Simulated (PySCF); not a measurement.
Löwdin shares of the frontier orbitals

Compound: CH₁₃AsSi₄.
Z-matrix (Å and degrees, PBE0-D3(BJ)/def2-SVP geometry), rows numbered from 1:
```
Si
C   1  1.8849
Si  2  1.8820  1  115.25
As  3  2.3727  2  109.49  1   -50.06
Si  4  2.3621  3   94.72  2  -153.96
Si  4  2.3637  3   93.23  2   -59.98
H   1  1.4942  2  110.20  3    65.50
H   1  1.4949  2  110.24  3   -54.31
H   1  1.4953  2  110.47  3  -174.50
H   2  1.1039  1  108.65  3  -122.68
H   2  1.1040  1  108.96  3   121.48
H   3  1.4981  2  110.71  1  -172.89
H   3  1.4953  2  109.99  1    67.29
H   5  1.4961  4  112.98  3    49.91
H   5  1.4940  4  108.23  3   170.69
H   5  1.4942  4  108.42  3   -71.05
H   6  1.4947  4  108.71  3    79.81
H   6  1.4976  4  112.60  3   -40.48
H   6  1.4939  4  109.01  3  -161.43
```

Level of theory: TDDFT B3LYP/def2-SVPD, vertical, gas phase, core orbitals frozen in the response in PySCF 2.14.0, density-fitted response routines. Relativistic effects, spin–orbit coupling among them, are left out although an element past zinc is present.

Frontier orbitals with the atoms that hold most of them (Löwdin shares over 4%, at most four atoms; ? is withheld):

```csv
orbital,ε (eV),atoms
HOMO-3,-8.74,"C2 26%, Si1 19%, Si3 16%, H9 12%"
HOMO-2,-8.04,"As4 33%, Si6 18%, Si5 17%, H17 6%"
HOMO-1,-7.95,?
HOMO,-7.01,?
LUMO,-0.51,"As4 18%, Si5 14%, Si3 14%, Si1 8%"
LUMO+1,-0.42,"As4 21%, Si6 19%, Si5 13%, Si3 7%"
LUMO+2,-0.25,"As4 29%, Si6 19%, Si3 13%, Si5 7%"
```

Problem. Which atoms hold the HOMO, and with what shares?

Solution. As4 (bonded to 3 Si) 59%; Si3 (bonded to As, C and 2 H) 10%; Si5 (bonded to As and 3 H) 9%; Si6 (bonded to As and 3 H) 9%. By element: arsenic 59%, silicon 27% or more.

Problem. Give the leading atoms of the HOMO-1.

Solution. As4 (bonded to 3 Si) 36%; Si3 (bonded to As, C and 2 H) 19%; Si5 (bonded to As and 3 H) 10%; Si6 (bonded to As and 3 H) 10%. By element: silicon 38% or more, arsenic 36%.

Problem. How does S1 compare with the orbital gap of 6.51 eV?

Solution. S1 is at 5.66 eV (f = 0.023), 0.85 eV below the gap, made of HOMO→LUMO (88%). 

Problem. Give energy, strength and leading configuration of S1 and S2, and follow the Löwdin shares of the leading atoms from the occupied to the empty orbital.

Solution. 
- S1 (5.66 eV, f 0.023), HOMO→LUMO (88%): As4 59% → 18%, Si3 10% → 14%, Si5 9% → 14%
- S2 (5.72 eV, f 0.045), HOMO→LUMO+1 (89%): As4 59% → 21%, Si3 10% → 7%, Si6 9% → 19%

One conformer stands for the species.
